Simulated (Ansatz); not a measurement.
Geometry optimisation, RKS revPBE-D4/6-31G* in Ansatz 0.2.0.

Input file:

```yaml
crystal:
  periodic: [false, false, false]
  atoms:
    - { symbol: Al, position_ang: [0.0, 0.0, 0.0] }
    - { symbol: O, position_ang: [0.0, 0.0, 2.13] }
    - { symbol: Si, position_ang: [-1.3147, -0.4067, 3.0936] }
    - { symbol: H, position_ang: [-2.239, -1.2403, 2.3304] }
    - { symbol: H, position_ang: [-0.8506, -1.1432, 4.2657] }
    - { symbol: H, position_ang: [-1.9987, 0.8095, 3.5233] }
    - { symbol: F, position_ang: [1.4635, 0.0, -0.845] }
    - { symbol: F, position_ang: [-1.4635, 0.0, -0.845] }
    - { symbol: F, position_ang: [0.0892, 1.8864, 0.6275] }
    - { symbol: H, position_ang: [0.0593, 1.2535, 1.7062] }
basis:
  gaussian: { orbitals: "6-31G*" }
hamiltonian:
  xc: revpbe
  dispersion: d4
relax:
  f_tol: 0.15
  max_steps: 25
  restrain:
    - { distance: [0, 8], at: 2.89, k: 30.0 }
    - { distance: [9, 1], at: 2.21, k: 30.0 }
    - { distance: [0, 1], at: 1.78, k: 30.0 }
    - { distance: [9, 8], at: 0.92, k: 30.0 }
output:
  orbitals: {}
```

Launched with:

```bash
$ ansatz run input.yaml --threads 2 --pin off --max-ram 3072MiB --backend cpu --events-out ev --progress --plain --runs-dir out
```

Q: Where does it end, and by what steps?

A: It converged. The restraints hold the end off the free minimum; the threshold counts their pulls, which the force column leaves out. Restrained pairs: Al1–F9 (1.99 → 2.87 Å), O2–H10 (1.32 → 2.21 Å), Al1–O2 (2.13 → 1.76 Å), F9–H10 (1.25 → 0.94 Å). After 6 steps the energy has fallen by 0.218 eV (the restraints' own energy left out); H10 moved furthest, 0.77 Å.

```csv
step,energy less start (eV),largest force component (eV/Å),accepted
0,0.0000,2.912,yes
1,0.2230,2.710,yes
2,0.2736,2.143,yes
3,0.1433,1.630,yes
4,-0.1095,0.713,yes
5,-0.2104,1.134,yes
6,-0.2176,0.817,yes
```

```xyz
10
Properties=species:S:1:pos:R:3
Al -0.060 -0.212 0.065
O -0.160 -0.160 1.819
Si -1.325 -0.513 2.973
H -2.408 -1.387 2.413
H -0.670 -1.212 4.126
H -1.945 0.765 3.465
F 1.424 -0.438 -0.642
F -1.441 -0.215 -0.855
F 0.103 2.523 0.924
H 0.227 2.008 1.700
```

Time of the run: 20 s on 2 threads of Arm Neoverse V1, with other jobs on the host, peak memory 0.15 GiB.
